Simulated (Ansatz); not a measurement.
Wavefunction ladder for BH3Se2

```xyz
6

B     0.454   -0.393   -0.521
Se    0.240   -0.996    1.416
Se   -1.316    0.395    0.385
H     0.128   -1.183   -1.352
H     1.236    0.484   -0.721
H    -0.742    1.693    0.793
```

Total charge 0; spin multiplicity 1. Correlated methods include outer-core shells of Se, which these sets cover unevenly. Scalar relativity is left out up to krypton. The bonds changed during the relaxation, so this is another structure than the one it started from. The structure was optimised at the PBE0-D4/def2-TZVP level. It is one conformer, not always the lowest. Frozen core, restricted reference, Ansatz 0.2.0.

```
     basis      HF (Eh)  MP2 corr.  CCSD corr.       (T)  CCSD(T) total
  def2-SVP  -4825.49959   -0.57084    -0.58945         ?              ?
def2-TZVPP            ?   -0.66665           ?  -0.02880              ?
def2-QZVPP  -4826.22200          ?           –         –              –
```

Fill in the withheld values. (Best estimate.)

Computed: def2-SVP (T): -0.01833; def2-SVP CCSD(T) total: -4826.10737; def2-TZVPP HF (Eh): -4826.12599; def2-TZVPP CCSD corr.: -0.68495; def2-TZVPP CCSD(T) total: -4826.83974; def2-QZVPP MP2 corr.: -1.27970.
